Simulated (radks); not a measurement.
Spherical quantum dot in the effective-mass picture: electrons in a hard-walled sphere of radius 1.53, all in effective atomic units (hartree* = m*/eps^2 hartree, bohr* = eps/m* bohr), one dielectric constant everywhere. Calculated with a radial shooting solver with Libxc functionals: non-relativistic Kohn-Sham, r2SCAN, spin-polarised, spherical densities, generalised Kohn-Sham scheme. Levels are named by radial order and angular momentum (1s, 1p, 1d, 2s, ...), and open shells are averaged over m. Results are scaled to m* = 0.27 and eps = 6.7, for which hartree* = 163.7 meV and bohr* = 1.313 nm.

N = 3, configuration 1s2 1p(up 1, down 0). This is the lowest configuration that the search found. Occupied and some empty levels:

level,occupation,eigenvalue (meV),<r> (nm)
1s up,1,726.72,1.051
1s down,1,755.10,1.043
1p up,1,1067.4,1.211
1p down,0,1096.0,1.209
1d up,0,1522.9,1.313
1d down,0,1546.3,1.312
2s down,0,1812.9,0.9857
2s up,0,1813.2,0.9851
1f up,0,2080.9,1.385
1f down,0,2097.2,1.385

Energy (meV): total 1874.25, kinetic 1404.8, external 0, Hartree 784.67, exchange-correlation -315.20.

Electron density:

r (nm),n(r) (e/nm^3)
0.147,0.3032
0.298,0.3042
0.448,0.3032
0.599,0.2968
0.750,0.2818
0.901,0.2557
1.05,0.2181
1.20,0.1715
1.35,0.1211
1.50,0.07373
1.65,0.03589
1.81,0.01112
1.96,0.0006719
